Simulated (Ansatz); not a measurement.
C2H6O2Si can be A, `[SiH3]OC1CO1`, or B, `COC1O[SiH2]1`.

Gas-phase electronic energies from Ansatz, PBE0-D4/def2-TZVP geometries. CCSD(T)/CBS adds triple-zeta CCSD(T) − MP2 to the extrapolated MP2 energy (def2 sets, frozen cores). DFT in def2-TZVPP. B3LYP here is the variant with VWN-RPA as its local correlation; programs differ in this. Each species was taken in one conformer, which may not be the lowest.

Which is lower in electronic energy at CCSD(T)/CBS, and by how much? (An estimate is asked.)

Computed: A, by 12.5 kcal/mol.

Give E(B) − E(A) in kcal/mol with MP2/def2-TZVPP, PBE0-D4, CCSD/def2-TZVPP, B2PLYP, B3LYP, PBE-D4, r2SCAN-D4. (Best estimate.)

Computed: MP2/def2-TZVPP 13.5, PBE0-D4 12.5, CCSD/def2-TZVPP 14.0, B2PLYP 12.3, B3LYP 11.7, PBE-D4 10.3, r2SCAN-D4 11.9. None reverses the order clearly.

Largest T1 diagnostic: 0.014.

In def2-TZVPP, CCSD(T) changes the Hartree–Fock value by −4.8 kcal/mol (the triples alone add −0.8 kcal/mol) and MP2 by −4.5 kcal/mol. From PBE to PBE0 (25 % exact exchange), in def2-TZVPP and without D4, E(B) − E(A) moves by +2.2 kcal/mol.
